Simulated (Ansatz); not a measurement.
```yaml
crystal:
  periodic: [false, false, false]
  atoms:
    - {symbol: C, position_ang: [-2.021743, -0.290948, 0.074072]}
    - {symbol: Al, position_ang: [-0.211069, -0.829431, 0.562954]}
    - {symbol: C, position_ang: [0.955768, 0.633105, 1.054352]}
    - {symbol: O, position_ang: [1.835273, 1.445022, 0.897938]}
    - {symbol: Al, position_ang: [1.852443, 0.495940, -0.877777]}
    - {symbol: H, position_ang: [-2.707159, -0.421161, 0.915747]}
    - {symbol: H, position_ang: [-2.393406, -0.902753, -0.752353]}
    - {symbol: H, position_ang: [-2.062101, 0.753975, -0.240549]}
    - {symbol: H, position_ang: [0.343977, -2.160796, 1.209590]}
    - {symbol: H, position_ang: [3.203408, -0.314583, -0.911321]}
    - {symbol: H, position_ang: [1.270008, 1.534828, -1.912054]}
basis:
  gaussian: {orbitals: def2-TZVPP, nuclear_model: gaussian}
magnetization: {spin_polarized: true, initial_magnetization: 1}
hamiltonian: {xc: {name: PBE0}, pseudopotentials: {relativity: none}}
accuracy: high
output: {forces: true}
```

```sh
$ ansatz run in.yaml --threads 4 --pin off --events-out ev --progress --plain --max-ram 10444MiB
```

It prints (some lines left out):

```
Error: a molecule whose nuclei and cores have a total charge of 52 cannot have a net charge of 0 together with 1 unpaired electrons
```

In this input the number of unpaired electrons doesn't fit the electron count. The program refused the input.
